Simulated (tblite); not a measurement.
Species: C6H11P.
SMILES with atom numbers: `[CH:1]#[C:2][CH2:3][PH:4][CH2:5][CH2:6][CH3:7]` (hydrogens: H8 on C1; H9, H10 on C3; H11 on P4; H12, H13 on C5; H14, H15 on C6; H16, H17, H18 on C7)

Computed with GFN2-xTB (tblite), gas phase: nudged elastic band of 9 images (0 to 8), spring 0.2 eV/Å², climbing image at the end, force threshold 0.05 eV/Å. The top image wasn't refined or checked by frequencies; at this threshold it can lie a kcal/mol or more above the true saddle point of the method.

The band describes a rotation about C5–C6 (sp3 carbon bound to phosphorus, chain CH2 carbon), followed by the dihedral P4–C5–C6–C7, from the optimised start (-173°) to a second optimised geometry at -56°.

**Question.** Give the energy profile along the converged band.

**Answer.** 
```json
{"image": "0", "dihedral (°)": "-173", "E (kJ/mol)": "0.00", "C5–C6 (Å)": "1.526", "P4···C7 (Å)": "4.20", "largest true force (eV/Å)": "0.01"}
{"image": "1", "dihedral (°)": "-159", "E (kJ/mol)": "1.89", "C5–C6 (Å)": "1.528", "P4···C7 (Å)": "4.16", "largest true force (eV/Å)": "0.04"}
{"image": "2", "dihedral (°)": "-145", "E (kJ/mol)": "5.32", "C5–C6 (Å)": "1.532", "P4···C7 (Å)": "4.10", "largest true force (eV/Å)": "0.04"}
{"image": "3", "dihedral (°)": "-130", "E (kJ/mol)": "8.51", "C5–C6 (Å)": "1.535", "P4···C7 (Å)": "4.00", "largest true force (eV/Å)": "0.04"}
{"image": "4", "dihedral (°)": "-115", "E (kJ/mol)": "9.37", "C5–C6 (Å)": "1.537", "P4···C7 (Å)": "3.86", "largest true force (eV/Å)": "0.04"}
{"image": "5", "dihedral (°)": "-100", "E (kJ/mol)": "7.00", "C5–C6 (Å)": "1.534", "P4···C7 (Å)": "3.70", "largest true force (eV/Å)": "0.04"}
{"image": "6", "dihedral (°)": "-85", "E (kJ/mol)": "2.67", "C5–C6 (Å)": "1.530", "P4···C7 (Å)": "3.52", "largest true force (eV/Å)": "0.04"}
{"image": "7", "dihedral (°)": "-70", "E (kJ/mol)": "-1.05", "C5–C6 (Å)": "1.526", "P4···C7 (Å)": "3.34", "largest true force (eV/Å)": "0.04"}
{"image": "8", "dihedral (°)": "-56", "E (kJ/mol)": "-2.29", "C5–C6 (Å)": "1.526", "P4···C7 (Å)": "3.20", "largest true force (eV/Å)": "0.01"}
```

Barriers of this band. The top is image 4 at -115°: 9.37 kJ/mol forward and 11.66 kJ/mol back; the end lies 2.29 kJ/mol below the start. The central bond is 0.011 Å longer at the top than at the start.

**Question.** What rate follows at 298 K for crossing this barrier forward?

**Answer.** Taking the electronic barrier for the free energy of activation (no zero-point or entropy terms, transmission 1), rate = (kT/h)·exp(−ΔE/kT) ≈ 1 × 10^11 s⁻¹, whose inverse is 7 × 10^-12 s. An error of 1 kcal/mol in the barrier changes this by a factor of 5, and the method and the loose band can each miss by that much or more. The barrier is only 3.8 kT, where transition-state theory is rough.

**Question.** How would the two end points share their population at 298 K, from these energies alone?

**Answer.** exp(−ΔE/kT) with ΔE = 0.024 eV gives 0.39 for the higher one (start) against 1 for the lower, without vibrational, rotational or degeneracy terms. GFN2-xTB can put conformers this close in the wrong order.

**Question.** How long is the path, and how are the images spaced?

**Answer.** Cartesian distances between aligned neighbours (all atoms, Å): 0.69, 0.71, 0.71, 0.72, 0.75, 0.77, 0.81, 0.92; the sum is 6.08 Å, and the top lies 46 % of the way along.

The cost below is that of the whole band run. Time: 3.4 s; peak memory 0.18 GiB. Hardware: one thread, Arm Neoverse V1 (aarch64), no GPU (shared host).
